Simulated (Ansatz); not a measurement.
Geometry optimisation, RKS PBE/STO-3G (Ansatz 0.2.0).

Input file:

```yaml
crystal:
  periodic: [false, false, false]
  atoms:
    - { symbol: C, position_ang: [-0.0765, -1.8862, -0.0252] }
    - { symbol: Si, position_ang: [0.5686, -0.1117, 0.017] }
    - { symbol: Si, position_ang: [1.4749, 0.3605, -1.9678] }
    - { symbol: C, position_ang: [-0.71, 1.1425, 0.3551] }
    - { symbol: F, position_ang: [-1.8013, 0.9603, -0.5771] }
    - { symbol: Al, position_ang: [-1.5006, 0.8955, 2.1995] }
    - { symbol: H, position_ang: [-0.8854, -1.8961, -0.8125] }
    - { symbol: H, position_ang: [-0.5228, -2.0821, 0.9427] }
    - { symbol: H, position_ang: [0.6909, -2.5403, -0.2366] }
    - { symbol: H, position_ang: [1.6006, -0.0216, 1.0911] }
    - { symbol: H, position_ang: [2.5697, -0.6091, -2.2058] }
    - { symbol: H, position_ang: [2.0839, 1.7271, -1.9013] }
    - { symbol: H, position_ang: [0.436, 0.2992, -3.0225] }
    - { symbol: H, position_ang: [-0.397, 2.1693, 0.2883] }
    - { symbol: H, position_ang: [-1.4067, 2.0528, 3.2665] }
    - { symbol: H, position_ang: [-2.1473, -0.4828, 2.6328] }
basis:
  gaussian: { orbitals: STO-3G }
hamiltonian:
  xc: pbe
relax:
  f_tol: 0.02
  max_steps: 50
output:
  orbitals: {}
```

Command:

```bash
$ ansatz run input.yaml --threads 1 --pin off --max-ram 2048MiB --backend cpu --events-out ev --progress --plain --runs-dir out
```

Question: Where does it end, and by what steps?

Answer: It converged. Limits of this set-up: minimal basis. After 27 steps the energy has fallen by 0.752 eV; H15 moved furthest, 1.62 Å.

```
step  energy less start (eV)  largest force component (eV/Å)  accepted
   0                  0.0000                           3.396       yes
   1                 -0.5997                           0.943       yes
   2                 -0.6682                           0.475       yes
   3                 -0.6766                           0.160       yes
   4                 -0.6876                           0.104       yes
   5                 -0.6948                           0.231       yes
   6                 -0.7018                           0.263       yes
   7                 -0.7194                           0.091       yes
   8                 -0.7262                           0.190       yes
   9                 -0.7301                           0.138       yes
  10                 -0.7268                           0.424        no
  11                 -0.7338                           0.085       yes
  12                 -0.7353                           0.152       yes
  13                 -0.7364                           0.129       yes
  14                 -0.7379                           0.083       yes
  15                 -0.7390                           0.085       yes
  16                 -0.7404                           0.164       yes
  17                 -0.7406                           0.158       yes
  18                 -0.7439                           0.087       yes
  19                 -0.7458                           0.077       yes
  20                 -0.7475                           0.133       yes
  21                 -0.7485                           0.145       yes
  22                 -0.7501                           0.156       yes
  23                 -0.7508                           0.138       yes
  24                 -0.7517                           0.108       yes
  25                 -0.7522                           0.037       yes
  26                 -0.7520                           0.071        no
  27                 -0.7525                           0.009       yes
```

```xyz
16
Properties=species:S:1:pos:R:3
C 0.058 -1.706 0.298
Si 0.636 0.074 -0.009
Si 1.409 0.308 -2.123
C -0.807 1.292 0.432
F -1.662 1.563 -0.683
Al -1.687 0.550 2.005
H -0.790 -1.979 -0.353
H -0.266 -1.855 1.345
H 0.866 -2.433 0.109
H 1.715 0.331 0.941
H 2.524 -0.594 -2.377
H 1.879 1.664 -2.365
H 0.377 0.014 -3.107
H -0.289 2.251 0.716
H -0.899 0.511 3.298
H -3.089 -0.015 1.918
```

Whether the end is a true minimum wasn't checked by a vibrational analysis.

Time of the run: 2.2 min on 1 thread of Arm Neoverse V1, with other jobs on the host, peak memory 0.16 GiB.
